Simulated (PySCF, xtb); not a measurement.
C6H6O, SMILES C#CC1(C=O)CC1. Other conformers were not sampled.

Harmonic wavenumbers (cm⁻¹) from GFN2-xTB run with xtb 6.7.1 at its own minimum, in rising order: 113, 137, 180, 223, 273, 447, 449, 544, 655, 674, 742, 803, 845, 912, 934, 972, 1057, 1069, 1071, 1150, 1254, 1326, 1385, 1407, 1462, 1758, 2284, 2768, 3088, 3091, 3101, 3118, 3400.

Problem. What does PBE-D3(BJ)/def2-SVP (PySCF) give at its own minimum? (An estimate is asked for; the answer gives what the named calculation found.)

Solution. 109, 145, 197, 254, 295, 501, 512, 533, 605, 670, 720, 769, 777, 897, 924, 996, 1012, 1022, 1045, 1151, 1230, 1272, 1358, 1361, 1416, 1771, 2163, 2839, 3069, 3070, 3175, 3184, 3408. Paired by order, the mean absolute difference is 35 cm⁻¹ and the zero-point energies are 61.0 and 60.7 kcal/mol.
